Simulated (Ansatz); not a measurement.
A series at Zr: from `[F][Zr]([F])([F])[F]`, ligands are replaced one by one, each step taking up H₂S and setting free H–F; n counts the steps. Ansatz, PBE0-D4/def2-TZVP geometries. Each molecule was computed in one conformer, which needn't be the lowest.

```tsv
n	molecule	zero-point energy, PBE0-D4/def2-TZVP (kJ/mol)
0	`[F][Zr]([F])([F])[F]`	21.5
1	`[F][Zr]([F])([F])[SH]`	38.5
2	`[F][Zr]([F])([SH])[SH]`	56.1
3	`[F][Zr]([SH])([SH])[SH]`	74.5
4	`[SH][Zr]([SH])([SH])[SH]`	?
```

**Question.** By hand: fit a straight line y = ȳ + b (n − n̄) to the 4 given rows and predict n = 4.

**Answer.** n̄ = 1.500, ȳ = 47.65; Σ(n − n̄)(y − ȳ) = 88.30, Σ(n − n̄)² = 5.000, so b = 17.66 kJ/mol a step. Prediction: 47.65 + (17.66) × (2.500) = 91.8 kJ/mol.

**Question.** By hand: compare with the computed value, 91.1 kJ/mol, and give the steps along the whole series.

**Answer.** The line misses by -0.7 kJ/mol (computed minus predicted). Steps: 17.0, 17.6, 18.4, 16.6 kJ/mol.

The steps differ by at most 1.8 kJ/mol, 10 % of a mean step, so the ligands' effects nearly add and a line is close. The miss is 1.0 % of the series' range.
